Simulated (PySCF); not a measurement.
C4H6O3, SMILES O1COC1(C=O)C. The structure is a stationary point at B3LYP-D3(BJ)/def2-SVP. This is a generated structure with no PubChem entry under its InChIKey; it may be hypothetical. One conformer was computed; it need not be the lowest.

### Question
Give the equilibrium geometry at B3LYP-D3(BJ)/def2-SVP (PySCF confirms it by a frequency run) as a Z-matrix, and its point group. (An estimate is asked for; the answer gives what the named calculation found.)

### Answer
This is not unique; one that fits is point group Cs.
```
C
O 1 1.4336
C 2 1.4211 1 87.48
H 3 1.1076 2 113.23 1 116.01
H 3 1.1078 4 110.04 2 -127.85
O 3 1.4211 4 113.23 5 -127.85
C 1 1.5030 2 115.12 3 119.93
H 7 1.0982 1 109.70 2 -52.60
H 7 1.0996 8 109.72 1 -120.67
H 7 1.0996 8 109.72 9 -118.66
C 1 1.5372 2 109.24 3 -110.30
O 11 1.2009 1 124.44 2 -130.37
H 11 1.1205 12 122.77 1 180.00
```
